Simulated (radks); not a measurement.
Question: The mean radii <r> (bohr) of the occupied orbitals of an atom or ion are listed with their occupations. Calculated with a radial shooting solver on a logarithmic mesh with Libxc functionals: Dirac Kohn-Sham, PBE, spin-unpolarised, spherical densities, finite nucleus; Fermi nuclear charge, rms radius of each element as measured or else 0.836 A^(1/3) + 0.57 fm.

orbital  occ.      <r>
1s1/2       2  0.02905
2s1/2       2   0.1251
2p1/2       2   0.1058
2p3/2       4   0.1112
3s1/2       2   0.3391
3p1/2       2   0.3299
3p3/2       4   0.3411
3d3/2       4   0.3125
3d5/2       6   0.3161
4s1/2       2   0.8186
4p1/2       2   0.8657
4p3/2       4   0.8955
4d3/2       4    1.091
4d5/2       6    1.106
5s1/2       2    2.405
5p1/2       2    3.170

Name the element and its charge. Open shells, if any, fill j = l - 1/2 first.

Answer: Z = 50, tin, charge 0: Sn in [Kr] 4d10 5s2 5p2. The 1s radius gives Z: for a bare nucleus <r> = (2 gamma + 1)/(2Z) with gamma = sqrt(1 - (Z/c)^2), 0.02862 bohr for Z = 50, and screening makes it slightly larger (0.02905 here). The occupations add up to 50, and the charge is Z minus that.
